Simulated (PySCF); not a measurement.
C₂H₉BOSi.

```xyz
14

B      0.1141     0.0841     0.9312
C      0.1457    -0.6612     2.3163
H     -0.3417    -1.6471     2.2893
H     -0.2837    -0.0580     3.1329
H      1.2047    -0.8247     2.5930
C      0.3594     1.6417     0.8144
H      0.7573     1.9737    -0.1592
H      1.0105     2.0326     1.6122
H     -0.6168     2.1476     0.9443
O     -0.1473    -0.6682    -0.1880
Si    -0.2388    -0.2866    -1.8170
H      1.0884     0.1705    -2.3250
H     -1.2517     0.7850    -2.0513
H     -0.6470    -1.5241    -2.5337
```

Coordinates come from a r2SCAN-D4/def2-SVP optimisation. The structure was generated by enumeration, and PubChem lists no compound with its InChIKey, so it may never have been made. The values are those of a single conformer.

Level of theory: PBE/pcSseg-1 in PySCF. Non-relativistic, no solvent.

Computed absolute GIAO shielding of each atom: isotropic value and principal components (ppm):
| atom | σ(iso) | σ11 | σ22 | σ33 | span |
|---|---|---|---|---|---|
| B1 | 38.0 | -18.5 | 43.1 | 89.5 | 108.0 |
| C2 | 170.7 | 155.4 | 166.4 | 190.2 | 34.8 |
| H3 | 30.8 | 26.9 | 29.2 | 36.2 | 9.2 |
| H4 | 30.6 | 27.1 | 29.6 | 35.0 | 7.8 |
| H5 | 30.7 | 27.9 | 28.5 | 35.7 | 7.8 |
| C6 | 172.9 | 161.2 | 169.4 | 188.1 | 26.9 |
| H7 | 30.9 | 26.7 | 30.2 | 35.8 | 9.1 |
| H8 | 30.5 | 26.9 | 29.4 | 35.1 | 8.3 |
| H9 | 30.8 | 27.6 | 28.9 | 35.8 | 8.3 |
| O10 | 158.1 | 0.3 | 135.8 | 338.1 | 337.8 |
| Si11 | 374.5 | 323.8 | 348.8 | 450.9 | 127.1 |
| H12 | 26.0 | 23.0 | 24.7 | 30.3 | 7.4 |
| H13 | 26.0 | 22.9 | 24.9 | 30.3 | 7.3 |
| H14 | 26.1 | 23.0 | 24.7 | 30.6 | 7.6 |
